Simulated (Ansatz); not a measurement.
`CC(C)[SiH]` + `O[SiH3]` → `[SiH]O[SiH3]` + `CCC` at 298.15 K and 1 bar (ligand exchange at the Si–C bond).

Calculated with Ansatz (gas phase, PBE0-D4/def2-TZVP geometries, no zero-point term in ΔE). CCSD(T)/CBS adds triple-zeta CCSD(T) − MP2 to the extrapolated MP2 energy (def2 sets, frozen cores).

```tsv
species	CCSD(T)/CBS energy (Eh)	H − E (kJ/mol)	S (J/(mol·K))
`CC(C)[SiH]`	-407.98328	280.1	308.1
`O[SiH3]`	-366.69042	113.6	257.8
`[SiH]O[SiH3]`	-655.75389	112.0	306.5
`CCC`	-118.98051	285.9	268.4
```

H − E and S are ideal-gas, rigid-rotor, harmonic terms from PBE0-D4/def2-TZVP, for one conformer and one mirror image of each species. 1 Eh = 2625.50 kJ/mol, R = 8.31446 J/(mol·K).

Question: By hand: ΔE, ΔH, ΔS and ΔG.

Answer: ΔE = (-655.75389) + (-118.98051) − (-407.98328) − (-366.69042) = -0.06070 Eh = -159.4 kJ/mol. Δ(H − E) = 112.0 + 285.9 − 280.1 − 113.6 = 4.2, so ΔH = -155.2 kJ/mol. ΔS = 306.5 + 268.4 − 308.1 − 257.8 = 9.0 J/(mol·K). ΔG = -155.2 − 298.15 × (9.0)/1000 = -157.9 kJ/mol.

Question: By hand: the equilibrium constant, and the temperature at which ΔG would vanish if ΔH and ΔS stayed fixed.

Answer: log₁₀ K = −ΔG/(RT ln 10) = 27.7. ΔH and −TΔS have one sign here, so there is no such temperature.

The number of gas molecules stays the same, so ΔS is small and ΔH decides. A doubt of 5 kJ/mol in ΔE shifts log₁₀ K by 0.9 here. Other conformers and mirror images would add mixing entropy, several J/(mol·K) or more a flexible species. These are equilibria of isolated gas molecules and say nothing of rates. Largest T1 diagnostic: 0.014 (customary marks: 0.02 for closed shells, 0.045 for open ones).

ΔS is within the doubt of such terms, so its sign, and with it that verdict, could turn.
